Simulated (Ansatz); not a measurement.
C3H6AlI, SMILES `C=C(I)[CH2][AlH2]`. The species carries charge 0 and has multiplicity 1. I takes the def2 core potential. The structure was optimised at the PBE0-D4/def2-TZVP level. It is one conformer, not always the lowest.

```xyz
11

C    -1.107   -1.650   -0.296
C    -0.690   -0.395   -0.266
I    -0.424    0.634   -2.133
C    -0.183    0.458    0.818
Al    1.503    1.189    0.012
H    -1.345   -2.180   -1.207
H    -1.212   -2.181    0.646
H    -0.841    1.320    0.974
H    -0.106   -0.108    1.751
H     1.747    2.758    0.031
H     2.659    0.156   -0.329
```

Q: What is the dipole moment at PBE/def2-TZVPP? (An estimate is asked.)

A: The calculation gave: 1.76 D, with components (-1.48, -0.89, 0.35) D in this frame, pointing from negative to positive charge.

Q: And with r2SCAN, B3LYP, ωB97M-V? (Estimate.)

A: The calculation gave: r2SCAN 1.82 D, B3LYP 1.74 D, ωB97M-V 1.77 D.

Q: Give the Mulliken charges with PBE, r2SCAN, B3LYP in def2-TZVPP. (Best estimate.)

A: Computed: 
```json
{"atom": "C1", "PBE": "-0.24", "r2SCAN": "-0.23", "B3LYP": "-0.25"}
{"atom": "C2", "PBE": "0.04", "r2SCAN": "0.08", "B3LYP": "0.03"}
{"atom": "I3", "PBE": "0.00", "r2SCAN": "-0.03", "B3LYP": "0.00"}
{"atom": "C4", "PBE": "-0.27", "r2SCAN": "-0.28", "B3LYP": "-0.30"}
{"atom": "Al5", "PBE": "0.34", "r2SCAN": "0.47", "B3LYP": "0.43"}
{"atom": "H6", "PBE": "0.11", "r2SCAN": "0.10", "B3LYP": "0.12"}
{"atom": "H7", "PBE": "0.10", "r2SCAN": "0.09", "B3LYP": "0.11"}
{"atom": "H8", "PBE": "0.11", "r2SCAN": "0.08", "B3LYP": "0.11"}
{"atom": "H9", "PBE": "0.08", "r2SCAN": "0.06", "B3LYP": "0.08"}
{"atom": "H10", "PBE": "-0.13", "r2SCAN": "-0.17", "B3LYP": "-0.15"}
{"atom": "H11", "PBE": "-0.13", "r2SCAN": "-0.17", "B3LYP": "-0.16"}
```

B3LYP here is the variant with VWN-RPA as its local correlation; programs differ in this.
